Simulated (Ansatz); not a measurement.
Species: sum formula SiH$_{2}$Cl (charge 0, doublet). It need not be the lowest isomer of its formula. 
Coordinates optimised at B3LYP-D3(BJ)/def2-TZVP (Ansatz, a program for electronic structure):
```xyz
4

Si     0.8482    -0.5964     0.0451
Cl    -0.7918     0.6599    -0.0481
H      0.7777    -1.3629     1.3143
H      0.8078    -1.5048    -1.1282
```
Charge 0, spin multiplicity 2.

Total electronic energies in hartree. Cores are frozen in the correlated levels unless marked. Open shells are spin-unrestricted. Spin-orbit coupling is left out. No relativistic terms. Basis-set limits of correlation are two-point, X^-3; Hartree-Fock from the larger set.

| level | program | energy (Eh) |
|---|---|---|
| HF/cc-pV(T+d)Z | Ansatz | -749.64021 |
| revPBE-D4/def2-TZVPD | Ansatz + dftd4 | -750.77252 |
| SCS-MP2/6-31G | Ansatz | -749.58069 |
| SCS-MP2/cc-pV(Q+d)Z | Ansatz | -749.97406 |
| CCSD/def2-SVP | Ansatz | -749.60817 |
| CCSD/cc-pVTZ | Ansatz | -749.96351 |
| CCSD/def2-TZVPPD | Ansatz | -749.95691 |
| CCSD(T)/cc-pV(D+d)Z | Ansatz | -749.86970 |
| CCSD(T)/CBS(def2-TZVPPD,def2-QZVPPD) | Ansatz | -750.0363 |

Totals of different functionals don't rank their quality; only differences between species are comparable.
